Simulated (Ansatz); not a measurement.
Cl₂OSW (`[O]=[W](=[S])([Cl])[Cl]`). The species carries charge 0 and has multiplicity 1. W takes the def2 core potential. Geometry: relaxed with PBE0-D4/def2-TZVP.

```xyz
5

O     1.647   -0.524    0.363
W     0.073   -0.026    0.016
S    -0.002    2.076    0.271
Cl   -0.387   -0.527   -2.126
Cl   -1.331   -0.999    1.477
```

Question: What is the dipole moment at B3LYP/def2-TZVPP? (Best estimate.)

Answer: Ansatz gave: 1.46 D, with components (-1.33, -0.44, -0.41) D in this frame, pointing from negative to positive charge.

Question: And with PBE, r2SCAN, ωB97M-V? (An estimate is asked.)

Answer: Ansatz gave: PBE 1.40 D, r2SCAN 1.44 D, ωB97M-V 1.42 D.

Question: Give the Mulliken charges with B3LYP, PBE, ωB97M-V in def2-TZVPP. (Best estimate.)

Answer: The calculation gave: 
```json
{"atom": "O1", "B3LYP": "-0.34", "PBE": "-0.27", "ωB97M-V": "-0.33"}
{"atom": "W2", "B3LYP": "0.87", "PBE": "0.74", "ωB97M-V": "0.79"}
{"atom": "S3", "B3LYP": "-0.17", "PBE": "-0.15", "ωB97M-V": "-0.13"}
{"atom": "Cl4", "B3LYP": "-0.19", "PBE": "-0.16", "ωB97M-V": "-0.17"}
{"atom": "Cl5", "B3LYP": "-0.19", "PBE": "-0.16", "ωB97M-V": "-0.17"}
```

B3LYP here is the variant with VWN-RPA as its local correlation; programs differ in this.
